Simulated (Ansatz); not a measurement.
Reaction (homolysis of the C–Si bond): `COC[SiH2]O` → `[CH2]OC`• + `O[SiH2]`•

Gas-phase electronic energies from Ansatz, PBE0-D4/def2-TZVP geometries. CCSD(T)/CBS is the MP2 limit (def2-TZVPP, def2-QZVPP) plus CCSD(T) − MP2 in def2-TZVPP, frozen cores. This one scheme is used for every species. Functionals use def2-TZVPP. HSE06 is defined as in plane-wave codes. No spin–orbit coupling; open shells (•) take unrestricted orbitals. Each species was taken in one conformer, which may not be the lowest.

```tsv
species	HSE06-D4 energy (Eh)
`COC[SiH2]O`	-520.69930
`[CH2]OC`•	-154.24016
`O[SiH2]`•	-366.33279
```

(1) Work out ΔE.

(2) What do rigid-rotor, harmonic-oscillator terms from PBE0-D4/def2-TZVP frequencies (298.15 K, 1 bar) make of the CCSD(T)/CBS value? (Best estimate.)

Largest T1 diagnostic among the species: 0.016.

## Answers

(1) ΔE = (-154.24016) + (-366.33279) − (-520.69930) = 0.12635 Eh = +331.7 kJ/mol. CCSD(T)/CBS gives +353.0 kJ/mol.

(2) The calculation gave: ΔZPE = -17.8 kJ/mol, ΔH = +339.4 kJ/mol, ΔS = 179 J/(mol·K), ΔG = +286.0 kJ/mol. Open shells count their whole term as degenerate. Modes under 50 cm⁻¹ make the entropy rough.

At CCSD(T), def2-SVP lies −19.1 kJ/mol from the extrapolated value and def2-TZVPP −9.1 kJ/mol: correlation converges slowly with the basis, and small sets miss more of it in the bonded molecule than in its fragments. Leaving LDA and LC-ωPBE aside and taking each functional with its dispersion term where it has one, the values, not all of them listed here, spread over 35.7 kJ/mol, from BLYP-D4 to ωB97M-V. LDA lies +59.1 kJ/mol from PBE without D4, its usual overbinding. From PBE to PBE0 (25 % exact exchange), in def2-TZVPP and without D4, ΔE moves by +6.2 kJ/mol.
